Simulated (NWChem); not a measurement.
Species: C2H3Br; SMILES C=CBr

All runs: NWChem. This build's default masses of Se (78.918 u) and Br (79.917 u) are each other's, which moves their modes by up to 0.6 %. Each level has its own optimisation; frequencies are unscaled. Brackets give each atom's bonded neighbours.

For level PBE/def2-SVP:

| Item | Result |
|---|---|
| r C–C (Å) | 1.339 |
| r C–H [C(CHH)–H(C)] (Å) | 1.101 |
| r Br–C (Å) | 1.895 |
| r C–H [C(BrCH)–H(C)] (Å) | 1.101 |
| highest harmonic frequency (cm⁻¹) | 3188 |
| lowest (cm⁻¹) | 338 |
| zero-point energy (kcal/mol) | 25.5 |
| dipole (D) | 1.19 |

Problem. What are these values for level Hartree-Fock/3-21G?

Solution. 
* **r C–C (Å)**: 1.306
* **r C–H [C(CHH)–H(C)] (Å)**: 1.072
* **r Br–C (Å)**: 1.937
* **r C–H [C(BrCH)–H(C)] (Å)**: 1.067
* **highest harmonic frequency (cm⁻¹)**: 3434
* **lowest (cm⁻¹)**: 375
* **zero-point energy (kcal/mol)**: 28.8
* **dipole (D)**: 1.79
